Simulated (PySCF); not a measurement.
C₃H₈FSi₃ (doublet state).
Geometry (GFN2-xTB, Å), atoms numbered from 1 in this order:
```xyz
15
C3H8FSi3 angstrom
F      3.2381   -0.6683    1.6613
C      3.2481   -0.0431    0.4298
C      1.9040    0.1056   -0.0945
C      0.7734    0.2191   -0.4934
Si    -0.9863    0.3044   -1.0869
Si    -1.7286    2.3309   -0.3307
Si    -1.9372   -1.7527   -0.5481
H      3.8607   -0.6658   -0.2347
H      3.7232    0.9353    0.5766
H     -0.8342    0.4222   -2.5579
H     -3.0829    2.7613   -0.7021
H     -1.5966    2.6769    1.0878
H     -1.2032   -2.9386   -0.9968
H     -3.2786   -1.8201   -1.1419
H     -2.1044   -1.8593    0.9040
```

The hyperfine couplings belong to this conformer and change with its torsions.

The species is `FCC#C[Si@H]([SiH2])[SiH3]` [radical].

The calculation used UKS B3LYP, pcH-1 on C F H Si, non-relativistic, mean-field spin-orbit, GIAO in PySCF 2.14.0. The structure is a single GFN2-xTB conformer in the gas phase; no vibrational or solvent corrections. Couplings are sensitive to structure, and on GFN2-xTB geometries they can be far from those on DFT ones, by a factor of two or more for some ions and for spin on atoms past the first row. No stability test was run, so a lower SCF solution isn't excluded.

(1) Match the computed a_iso(13C) values +2.5, -0.7 MHz with the sites C3; C4.

(2) The isotropic 29Si couplings are -375.5, -61.0, -8.4 MHz. Assign them to Si5; Si6; Si7.

Answers

(1) 
```csv
site,a_iso (MHz),ρ(0) (bohr⁻³),position,distance from Si6 (Å),spin population,largest |T| (MHz)
C3,-0.7,-0.0006,3 bonds from Si6,4.27,0.00,0.7
C4,+2.5,+0.0022,2 bonds from Si6,3.28,0.00,0.9
```

(2) 
| site | a_iso (MHz) | ρ(0) (bohr⁻³) | position | distance from Si6 (Å) | spin population | largest \|T\| (MHz) |
| --- | --- | --- | --- | --- | --- | --- |
| Si5 | -8.4 | +0.0095 | 1 bond from Si6 | 2.29 | +0.02 | 6.4 |
| Si6 | -375.5 | +0.4236 | largest spin population | 0.00 | +0.96 | 171.4 |
| Si7 | -61.0 | +0.0687 | 2 bonds from Si6 | 4.09 | +0.05 | 12.5 |

ρ(0) is the spin density at the nucleus and T the dipolar tensor; a_iso includes a spin–orbit part; entries for several nuclei are means. The largest Mulliken spin population is on Si6 (+0.96). The angles at Si6 add up to 343.4°, so it is pyramidal.

Means are taken over nuclei equivalent by connectivity, which assumes that they swap fast. The three 1H nuclei of mean +5.9 MHz run from -1.9 to 21.3 MHz in the frozen geometry.
